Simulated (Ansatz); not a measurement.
Spectroscopic constants of Ni$_{2}$, multiplicity 5 (an upper state: multiplicity 3 came lower at PBE0/def2-TZVPP). No spin–orbit coupling. Ni is treated without relativity.

Constants: fifth-degree fit in 1/R to seven points, most abundant isotopes. In def2 and cc sets the state is the lowest found near the PBE0 minimum, followed along R.

Programs: Ansatz (a program for electronic structure) with Gaussian orbitals. 

```
level               r_e (Å)  ω_e (cm⁻¹)  ω_e x_e (cm⁻¹)
------------------  -------  ----------  --------------
PBE/def2-TZVPP        2.317         233             1.2
PBE0/def2-TZVPP       2.308         ___             1.1
wB97X-V/def2-TZVPP      ___         ___             1.4
```

Question: What belongs in the gaps?

Answer: 
- wB97X-V/def2-TZVPP, r_e (Å): 2.362
- wB97X-V/def2-TZVPP, ω_e (cm⁻¹): 186
- PBE0/def2-TZVPP, ω_e (cm⁻¹): 244
